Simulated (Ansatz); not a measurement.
Consider the ligand exchange at the Si–O bond: `[AlH2][SiH2]O[SiH3]` + `O[Si](O)(O)F` → `O[Si](O)(F)O[SiH3]` + `O[SiH2][AlH2]`.

Gas-phase electronic energies from Ansatz, PBE0-D4/def2-TZVP geometries. CBS: MP2 limit from def2 TZ/QZ plus the TZ coupled-cluster correction, frozen cores. DFT in def2-TZVPP. One conformer a species, not always the lowest.

`[AlH2][SiH2]O[SiH3]`:

```xyz
11

Al   -2.493    0.108    1.268
Si   -0.187   -0.579    0.746
O     0.401    0.264   -0.544
Si    1.736    0.450   -1.470
H    -3.251    1.211    0.413
H    -3.241   -0.576    2.493
H     0.722   -0.370    1.917
H    -0.110   -2.043    0.445
H     1.470    1.524   -2.457
H     2.050   -0.816   -2.184
H     2.902    0.827   -0.626
```

`O[Si](O)(O)F`:

Z-matrix (Å, degrees):
```
Si
O 1 1.619
O 1 1.619 2 109.9
O 1 1.619 2 109.9 3 121.0
F 1 1.594 2 109.0 3 -119.5
H 2 0.958 1 118.5 3 178.2
H 3 0.958 1 118.5 2 -60.3
H 4 0.958 1 118.5 2 178.4
```

`O[Si](O)(F)O[SiH3]`:

Cartesian coordinates in Å:
```
O 1.843 -0.196 1.345
Si 0.979 0.473 0.144
O 1.400 -0.227 -1.253
F 1.286 2.031 0.128
O -0.608 0.313 0.326
Si -1.968 -0.406 -0.246
H 1.885 0.260 2.186
H 2.327 -0.403 -1.414
H -3.072 -0.075 0.688
H -1.785 -1.878 -0.303
H -2.286 0.109 -1.601
```

`O[SiH2][AlH2]`:

Z-matrix (Å, degrees):
```
Si
Al 1 2.460
O 1 1.661 2 109.0
H 1 1.499 2 111.1 3 122.0
H 1 1.498 2 111.2 3 -122.0
H 2 1.591 1 118.5 3 179.3
H 2 1.588 1 122.5 3 -0.7
H 3 0.959 1 117.0 2 180.0
```

| level | ΔE (kcal/mol) |
| --- | --- |
| ωB97M-V | -0.3 |
| r2SCAN | -0.2 |

What does CCSD(T)/CBS give? (Estimate.)

Computed: -0.4 kcal/mol. The listed levels differ from it by 0.1, 0.2 kcal/mol.

Largest T1 diagnostic among the species: 0.012.
